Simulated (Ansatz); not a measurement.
CH4GeO2 can be A, `O=[C](O)[GeH3]`, or B, `[OH][GeH]1[CH2][O]1`.

Computed with Ansatz on PBE0-D4/def2-TZVP structures; ΔE is electronic, products minus reactants. CBS: MP2 limit from def2 TZ/QZ plus the TZ coupled-cluster correction, frozen cores. DFT in def2-TZVPP. B3LYP here is the variant with VWN-RPA as its local correlation; programs differ in this. For Ge outer-core shells are correlated without core-valence functions, which leaves a few kJ/mol of doubt a bond. Scalar relativity is left out up to krypton. Each species was taken in one conformer, which may not be the lowest.

A:

Z-matrix (Å, degrees):
```
Ge
C 1 1.998
H 1 1.533 2 108.6
H 1 1.529 2 106.9 3 -120.1
H 1 1.533 2 108.7 3 119.6
O 2 1.345 1 111.9 3 -60.7
O 2 1.198 1 125.2 3 119.3
H 6 0.972 2 107.1 1 179.9
```

B:

```xyz
8

O     1.1745    0.6548    1.3910
Ge    0.0760    0.6271    0.0107
C    -0.8793   -0.9577   -0.3297
O     0.3228   -0.7863   -1.1076
H     1.9506    1.2007    1.2425
H    -0.0059    1.9662   -0.7141
H    -1.8054   -0.9484   -0.9038
H    -0.8333   -1.7565    0.4109
```

Q: Which isomer does CCSD(T)/CBS put lower? Give the gap. (Estimate.)

A: Computed: A, by 40.4 kJ/mol.

Q: Give E(B) − E(A) in kJ/mol with B3LYP-D4, HF/def2-TZVPP, PBE-D4, ωB97M-V, B3LYP, CCSD(T)/def2-TZVPP, MP2/def2-TZVPP. (Best estimate.)

A: Ansatz gave: B3LYP-D4 64.6, HF/def2-TZVPP 84.0, PBE-D4 58.8, ωB97M-V 57.8, B3LYP 64.7, CCSD(T)/def2-TZVPP 49.6, MP2/def2-TZVPP 37.9. None reverses the order clearly.

Q: Does the order hold for the free energy at 298.15 K (harmonic terms from PBE0-D4)? (Best estimate.)

A: Ansatz gave: Yes: G(B) − G(A) = +56.6 kJ/mol, for one conformer each. Modes under 60 cm⁻¹, often nearly free rotors, make the harmonic entropy too high.

Largest T1 diagnostic: 0.015.

In def2-TZVPP, CCSD(T) changes the Hartree–Fock value by −34.4 kJ/mol (the triples alone add −2.2 kJ/mol) and MP2 by −46.1 kJ/mol. At CCSD(T), def2-SVP lies +54.0 kJ/mol from the extrapolated value and def2-TZVPP +9.2 kJ/mol.
